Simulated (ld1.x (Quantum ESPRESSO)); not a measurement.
# Scattering properties, ultrasoft potential for I

```
Element                 : I (Z = 53)
Generator               : ld1.x (Quantum ESPRESSO) 7.5
Type                    : ultrasoft
Functional              : LDA (PZ)
Relativity              : scalar-relativistic
Frozen core             : [Ar] 3d10
Valence charge          : 25
Reference configuration : 4s2 4p6 4d10 5s2 5p3 (charge +2)
Partial waves           : 4s (bound): rcut 1.00, rcutus 1.10 bohr; 5s (bound): rcut 1.00, rcutus 1.10 bohr; 4p (bound): rcut 1.05, rcutus 1.10 bohr; 5p (bound): rcut 1.05, rcutus 1.10 bohr; 4d (bound): rcut 1.55, rcutus 1.70 bohr; 4d channel at -3 Ry: rcut 1.55, rcutus 1.70 bohr
Local potential         : all-electron potential smoothed inside 1.45 bohr (lloc = -1)
Core correction         : none
Augmentation charge     : PSQ, radius 0.70 bohr
```

The phase is arctan(r·u′/u) with u = r·R(r), unwrapped; energies in Ry, scanned from -17 to 5 Ry. A pole is an energy at which the radial function vanishes at the test radius. The pseudo phase is shifted by a multiple of π to meet the all-electron one at the reference energy, and phase errors are pseudo minus all-electron; the curves can meet again beyond the range given. Levels narrower than the energy grid can be missing from the lists of poles.

```
channel  radius (bohr)  reference energy (Ry)  poles, all-electron  poles, pseudo  unbroken range about the reference energy with phases within 0.05 rad  phase error 1 Ry above the reference energy (rad)
      s           1.84                  -2.67         -14.70, 1.91   -14.70, 1.91                                                        the whole range                                             +0.000
      p           1.84                  -1.82         -10.77, 4.13   -10.77, 4.12                                                        the whole range                                             +0.000
      d           1.84                  -5.19                -4.88    -4.88, 3.34                                                             below -0.5                                             -0.001
```

The ghost test of this file was not conclusive. Its overlap operator is not positive definite in a basis up to 400 Ry (lowest eigenvalue s -0.13), so the file is unfit for use: the generalised eigenproblem breaks down once the basis is large enough, and its test numbers describe a broken file.

Phases in the s channel:

```
E (Ry)  all-electron  pseudo
-17.00         1.414   1.414
-16.04         1.404   1.404
-15.08         1.367   1.367
-14.12        -1.725  -1.725
-13.16        -1.744  -1.744
-12.20        -1.758  -1.758
-11.24        -1.772  -1.772
-10.28        -1.789  -1.789
 -9.32        -1.809  -1.809
 -8.36        -1.836  -1.836
 -7.40        -1.872  -1.872
 -6.44        -1.927  -1.927
 -5.48        -2.017  -2.017
 -4.52        -2.198  -2.198
 -3.56        -2.670  -2.669
 -2.60        -3.695  -3.695
 -1.64        -4.287  -4.287
 -0.68        -4.505  -4.505
  0.28        -4.612  -4.612
  1.24        -4.678  -4.678
  2.20        -4.726  -4.726
  3.16        -4.765  -4.765
  4.12        -4.801  -4.801
```
